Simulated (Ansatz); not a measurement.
The inner images of a band of H7N3Si (11 atoms, charge 0, multiplicity 1) are given out of order.

Theory: RKS PBE0/cc-pVDZ (Ansatz 0.2.0).

First end point:

```xyz
11
Properties=species:S:1:pos:R:3
N -1.260 0.945 -0.087
Si 0.323 0.214 0.003
N 0.400 -0.337 1.656
N 0.466 -0.976 -1.266
H -1.538 1.324 -0.988
H -1.487 1.615 0.644
H 1.539 1.079 -0.186
H 1.294 -0.731 1.939
H -0.340 -0.975 1.939
H 1.032 -0.733 -2.073
H -0.364 -1.482 -1.559
```

Last end point:

```xyz
11
Properties=species:S:1:pos:R:3
N -1.122 1.213 0.212
Si 0.306 0.207 0.148
N -0.096 -1.137 1.177
N 0.877 -0.555 -1.318
H -1.995 0.803 -0.109
H -1.033 2.151 -0.169
H 1.421 1.144 0.522
H 0.610 -1.862 1.265
H -0.471 -0.906 2.092
H 1.343 0.048 -1.990
H 0.226 -1.164 -1.809
```

Q: Put them in order from the first end to the last, with their energies above the first end.
A.
```xyz
11
Properties=species:S:1:pos:R:3
N -1.259 0.943 -0.057
Si 0.336 0.226 0.029
N 0.366 -0.452 1.631
N 0.576 -0.888 -1.295
H -1.534 1.296 -0.969
H -1.470 1.650 0.645
H 1.518 1.148 -0.083
H 1.198 -0.973 1.895
H -0.461 -0.978 1.902
H 0.976 -0.503 -2.146
H -0.179 -1.526 -1.532
```
B.
```xyz
11
Properties=species:S:1:pos:R:3
N -1.271 0.925 0.010
Si 0.318 0.176 0.064
N 0.211 -0.982 1.358
N 0.717 -0.668 -1.402
H -1.526 1.284 -0.907
H -1.439 1.666 0.689
H 1.446 1.161 0.238
H 1.058 -1.236 1.855
H -0.554 -0.844 2.012
H 1.014 -0.125 -2.207
H 0.093 -1.416 -1.690
```
C.
```xyz
11
Properties=species:S:1:pos:R:3
N -1.263 0.931 -0.016
Si 0.335 0.210 0.043
N 0.318 -0.667 1.529
N 0.657 -0.773 -1.361
H -1.542 1.259 -0.938
H -1.438 1.680 0.651
H 1.486 1.178 0.052
H 1.116 -1.169 1.893
H -0.555 -0.916 1.974
H 0.966 -0.292 -2.201
H -0.013 -1.498 -1.605
```
D.
```xyz
11
Properties=species:S:1:pos:R:3
N -1.268 0.968 0.063
Si 0.307 0.185 0.108
N 0.147 -1.090 1.280
N 0.778 -0.564 -1.388
H -1.597 1.172 -0.878
H -1.360 1.815 0.618
H 1.398 1.180 0.410
H 0.985 -1.457 1.721
H -0.586 -0.957 1.969
H 1.053 0.029 -2.165
H 0.207 -1.338 -1.717
```
E.
```xyz
11
Properties=species:S:1:pos:R:3
N -1.236 1.063 0.152
Si 0.288 0.196 0.154
N 0.024 -1.197 1.166
N 0.900 -0.471 -1.336
H -1.865 0.883 -0.627
H -1.166 2.067 0.286
H 1.313 1.200 0.608
H 0.842 -1.725 1.458
H -0.576 -1.023 1.967
H 1.183 0.177 -2.065
H 0.358 -1.229 -1.742
```

A: A (+0.007 eV), C (+0.055 eV), B (+0.062 eV), D (+0.066 eV), E (+0.018 eV).

Time of the run: 2.7 min on 2 threads of AMD EPYC 7R13 Processor (Zen 3), on a shared host, peak memory 0.23 GiB.
